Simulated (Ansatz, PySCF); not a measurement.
Energy difference R1 → 3 P1 + 2 P2, each structure at its B3LYP-D3(BJ)/def2-TZVP stationary point, reached from a drawn start (curvature not checked).
R1: C3S2 (SMILES S=C=C=C=S), charge 0, multiplicity 1.
P1: C atom, charge 0, multiplicity 3.
P2: S atom, charge 0, multiplicity 3.

P less R. No zero-point or thermal terms; singlets are restricted closed shells; open shells are unrestricted; no spin–orbit coupling.

Frozen-core correlation throughout.

Run with Ansatz (an electronic-structure program) with Gaussian orbitals; PySCF for M06-2X. All values are computed, each at the level named.

| level | reaction energy (kJ/mol) |
|---|---|
| SVWN5/def2-TZVPP | 2910.3 |
| PBE/def2-TZVPP | 2569.7 |
| BLYP/def2-TZVPP | 2433.1 |
| BHLYP/def2-TZVPP | 2186.4 |
| M06-2X/def2-TZVPP | 2371.9 |
| wB97X-V/def2-TZVPP | 2327.2 |
| MP2/cc-pV(D+d)Z | 2279.5 |
| MP2/cc-pV(T+d)Z | ___ |
| CCSD(T)/cc-pV(Q+d)Z | ___ |

Complete the blanks.


- MP2/cc-pV(T+d)Z, reaction energy (kJ/mol): 2422.4
- CCSD(T)/cc-pV(Q+d)Z, reaction energy (kJ/mol): 2303.6
